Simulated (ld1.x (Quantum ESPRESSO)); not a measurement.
**arsenic: excitation energies, all-electron against ultrasoft**

ld1.x (Quantum ESPRESSO) 7.5 input, shortened:

```
&input
   title='As', zed=33., rel=1, dft='PZ', iswitch=3,
   config='[Ar] 3d10 4s2 4p1 4d-2'
 /
 &inputp
   pseudotype=3, tm=.true., lloc=-1, rcloc=1.10,
   nlcc=.true., new_core_ps=.true.
 /
6
4S  1  0   2.00   0.00  1.30  1.75  0.0
4S  1  0   0.00  -1.60  1.30  1.75  0.0
4P  2  1   1.00   0.00  1.40  1.70  0.0
4P  2  1   0.00   2.00  1.40  1.70  0.0
4D  3  2  -2.00   0.45  1.20  1.40  0.0
4D  3  2  -2.00   2.30  1.20  1.40  0.0
 &test
   configts(1)='4s2 4p1'
 /
```

Energies are relative to the spin-unpolarised reference configuration 4s2 4p1; without spin polarisation the order of configurations can differ from experiment. Spin-polarised rows fill each open shell by Hund’s rule, majority spin first.

```json
{"valence configuration": "4s2 4p3", "charge": "0", "ΔE all-electron (eV)": "-27.488", "error AE − PS (meV)": "-19"}
{"valence configuration": "4s2 4p2", "charge": "+1", "ΔE all-electron (eV)": "-18.162", "error AE − PS (meV)": "-7.4"}
{"valence configuration": "4s2 4p0", "charge": "+3", "ΔE all-electron (eV)": "28.040", "error AE − PS (meV)": "-29"}
{"valence configuration": "4s1 4p4", "charge": "0", "ΔE all-electron (eV)": "-18.005", "error AE − PS (meV)": "-3.2"}
{"valence configuration": "4s0 4p5", "charge": "0", "ΔE all-electron (eV)": "-8.282", "error AE − PS (meV)": "-1.9"}
{"valence configuration": "4s1 4p3", "charge": "+1", "ΔE all-electron (eV)": "-8.001", "error AE − PS (meV)": "+0.4"}
{"valence configuration": "4s2 4p3.3", "charge": "-0.3", "ΔE all-electron (eV)": "-28.766", "error AE − PS (meV)": "-21"}
{"valence configuration": "4s2 4p1 (spin-polarised)", "charge": "+2", "ΔE all-electron (eV)": "-0.226", "error AE − PS (meV)": "-1.2"}
```

**Question.** What are ΔE and the potential's error for 4s2 4p3 (spin-polarised)?

**Answer.** ΔE = -28.812 eV all-electron; the error (AE − PS) is -22 meV.

Levels in the configuration 4s2 4p2:

| level | all-electron (eV) | pseudo (eV) |
| --- | --- | --- |
| 4s | -23.607 | -23.575 |
| 4p | -13.545 | -13.530 |

Note: ghost states, extra bound levels that the all-electron valence spectrum of the same l lacks: s at -40.9 eV, d at -29.4 eV. A true bound ghost makes a file unfit for plane-wave use.
